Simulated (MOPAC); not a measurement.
MOPAC input (PM3):

```
PM3 PRECISE GNORM=0.05 LET XYZ UHF MS=0.5 GEO-OK AUX(PRECISION=9) THREADS=1
C4H2BrSe

Br    2.12521100 1   -1.05376300 1   -0.30439700 1
C     0.38152200 1   -0.33431700 1   -0.11180200 1
C     0.12365400 1    0.89384300 1    0.35841600 1
Se   -1.67937000 1    1.32940400 1    0.43613500 1
C    -1.96353400 1   -0.40260000 1   -0.26068700 1
C    -0.80253600 1   -1.07168200 1   -0.46376400 1
H    -2.96545500 1   -0.75209500 1   -0.45043700 1
H    -0.75296500 1   -2.07740100 1   -0.85722300 1
```

From the output:

```
                                                       MOPAC v23.2.5 Linux

          FINAL HEAT OF FORMATION =         95.12696 KCAL/MOL =     398.01119 KJ/MOL

          COSMO AREA              =        140.31 SQUARE ANGSTROMS
          COSMO VOLUME            =        134.48 CUBIC ANGSTROMS

          GRADIENT NORM           =          0.00931          =       0.00329 PER ATOM
          IONIZATION POTENTIAL    =          9.728980 EV
          ALPHA SOMO LUMO (EV)    =         -9.729 -1.577
          BETA  SOMO LUMO (EV)    =         -9.874 -1.861
          NO. OF ALPHA ELECTRONS  =         16
          NO. OF BETA  ELECTRONS  =         15
          MOLECULAR WEIGHT        =        208.9238         POINT GROUP:  Cs

          MOLECULAR DIMENSIONS (Angstroms)

            Atom       Atom       Distance
            H     7   Br     1     5.04925
            H     8   Se     4     3.62537
            C     3   Br     1     0.00000

          SCF CALCULATIONS        =         25

   ATOM   CHEMICAL          X               Y               Z
  NUMBER   SYMBOL      (ANGSTROMS)     (ANGSTROMS)     (ANGSTROMS)

     1      Br          2.08168668  *  -1.04143452  *  -0.30180656  *
     2       C          0.38864436  *  -0.32909013  *  -0.10937268  *
     3       C          0.13518901  *   0.89689980  *   0.36021967  *
     4      Se         -1.66690582  *   1.33130166  *   0.43753068  *
     5       C         -1.94987412  *  -0.42615069  *  -0.26925063  *
     6       C         -0.77532832  *  -1.08110726  *  -0.46605996  *
     7       H         -2.95806216  *  -0.77469256  *  -0.45895054  *
     8       H         -0.68863177  *  -2.09613035  *  -0.86125189  *

                             CARTESIAN COORDINATES

   1   Br        2.081686679    -1.041434520    -0.301806560
   2    C        0.388644361    -0.329090128    -0.109372677
   3    C        0.135189013     0.896899796     0.360219674
   4   Se       -1.666905823     1.331301660     0.437530676
   5    C       -1.949874123    -0.426150686    -0.269250629
   6    C       -0.775328316    -1.081107264    -0.466059963
   7    H       -2.958062155    -0.774692560    -0.458950542
   8    H       -0.688631774    -2.096130350    -0.861251892

           Empirical Formula: C4 H2 Br Se  =     8 atoms

      MOLECULAR POINT GROUP   :   Cs

          ALPHA EIGENVALUES
 -37.04498 -27.93818 -23.68251 -22.29245 -19.05009 -18.01423 -17.24125 -14.60747
 -14.26216 -13.97129 -12.05856 -11.64985 -11.48768 -11.36720 -10.77924  -9.72898
  -1.57733  -0.81473  -0.65650   0.12030   1.08083   2.83284   3.31476   3.67979
   4.45560   4.79747

           BETA EIGENVALUES
 -36.88315 -27.56238 -23.33271 -22.25291 -18.87626 -17.68084 -16.74285 -14.65505
 -14.11702 -13.53151 -11.87925 -11.81762 -11.36233 -10.17343  -9.87435  -1.86076
  -0.94954  -0.73875  -0.09171   0.64975   1.30037   2.93436   3.33550   3.90232
   4.57854   4.94474

              NET ATOMIC CHARGES AND DIPOLE CONTRIBUTIONS

  ATOM NO.   TYPE          CHARGE      No. of ELECS.   s-Pop       p-Pop
    1         Br           0.086593        6.9134     1.95732     4.95609
    2          C          -0.175543        4.1755     1.22116     2.95438
    3          C          -0.117385        4.1174     1.35432     2.76307
    4         Se           0.225007        5.7750     1.87386     3.90113
    5          C          -0.240540        4.2405     1.22855     3.01199
    6          C          -0.060291        4.0603     1.17704     2.88325
    7          H           0.146895        0.8531     0.85310
    8          H           0.135264        0.8647     0.86474
 DIPOLE           X         Y         Z       TOTAL
 POINT-CHG.    -1.397    -0.326    -0.201     1.448
 HYBRID         0.696    -1.049    -0.377     1.314
 SUM           -0.701    -1.375    -0.578     1.648

          ATOMIC ORBITAL ELECTRON POPULATIONS

     Atom    s        px        py        pz
    1 Br   1.95732   1.15357   1.83438   1.96814
    2  C   1.22116   0.93156   0.96358   1.05924
    3  C   1.35432   0.83126   0.93593   0.99588
    4 Se   1.87386   0.94788   1.19781   1.75544
    5  C   1.22855   1.01203   0.94115   1.05880
    6  C   1.17704   0.90521   0.98687   0.99117
    7  H   0.85310
    8  H   0.86474

                    (SZ)    =    0.500000
                    (S**2)  =    1.146360

          ATOMIC ORBITAL SPIN POPULATIONS

    Atom   Total    s     px     py     pz
         Atomic
    1 Br  0.0553  0.001  0.057  0.009 -0.013
    2  C -0.5551 -0.043 -0.061 -0.102 -0.349
    3  C  1.5082  0.232  0.437  0.361  0.479
    4 Se  0.0101  0.004 -0.040  0.041  0.005
    5  C -0.4547 -0.028 -0.034 -0.068 -0.324
    6  C  0.4300  0.037  0.053  0.077  0.263
    7  H  0.0330  0.033
    8  H -0.0268 -0.027

 **********************
 *                    *
 * JOB ENDED NORMALLY *
 *                    *
 **********************

 == MOPAC DONE ==
```

The geometry given is a B3LYP-D3(BJ)/def2-TZVP minimum.

The determinant is spin-contaminated: <S^2> is 1.15 against 0.75 for a pure state.
